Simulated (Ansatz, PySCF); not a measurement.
Ansatz (a program for electronic structure) was given this input:
Ansatz 0.2 input:
```yaml
crystal:
  periodic: [false, false, false]
  atoms:
    - {symbol: In, position_ang: [-0.00000000, -0.00000000, -0.68950739]}
    - {symbol: Cl, position_ang: [0.00000000, 0.00000000, 1.98740366]}
basis:
  gaussian:
    orbitals: STO-3G
hamiltonian:
  xc: pbe0
total_charge: -1
magnetization: {spin_polarized: true, initial_magnetization: 1}
accuracy: high
```

Task: Give the equivalent PySCF input.

Result: One answer among several that fit: 
```python
from pyscf import gto, scf, dft

mol = gto.M(
    atom='''
In   -0.00000000   -0.00000000   -0.68950739
Cl    0.00000000    0.00000000    1.98740366
''',
    basis='sto-3g',
    charge=-1,
    spin=1,
    verbose=4,
)

mf = dft.UKS(mol)
mf.xc = 'pbe0'
mf.grids.atom_grid = (99, 590)
mf.grids.prune = None
mf.kernel()
```

Both were run: Ansatz gave -6139.502393 Eh and PySCF -6139.502391 Eh, 0.002 mEh apart.
